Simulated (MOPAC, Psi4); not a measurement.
Internal rotation in SMILES OC[SiH3] (CH6OSi). Scanned: dihedral H4–O1–C2–Si3; all other coordinates were relaxed at GFN2-xTB. Points at φ and −φ are mirror images. Heavy atoms are numbered in the order of the SMILES OC[SiH3], hydrogens after them in the order of the atoms that carry them; the mirror image has the same energies with the sign of each dihedral reversed.

Methods: AM1, restricted, heats of formation // GFN2-xTB (MOPAC); MP2/cc-pVTZ = Psi4 with DF-MP2 (frozen core)/cc-pVTZ // GFN2-xTB.

Energies relative to the lowest point of each profile, in kJ/mol:

| φ / ° | AM1 |
|---|---|
| -160 | 2.0 |
| -100 | 13.4 |
| -80 | 13.5 |
| -40 | 14.9 |
| -20 | 17.1 |
| 0 | 18.3 |
| 20 | 17.1 |
| 40 | 14.9 |
| 60 | 13.5 |
| 80 | 13.5 |
| 100 | 13.4 |
| 140 | 6.8 |

**Question.** What does MP2/cc-pVTZ give at the same points?

**Answer.** -160: 1.0; -100: 4.4; -80: 2.5; -40: 3.6; -20: 6.4; 0: 7.8; 20: 6.4; 40: 3.6; 60: 1.9; 80: 2.5; 100: 4.4; 140: 3.4 (kJ/mol).
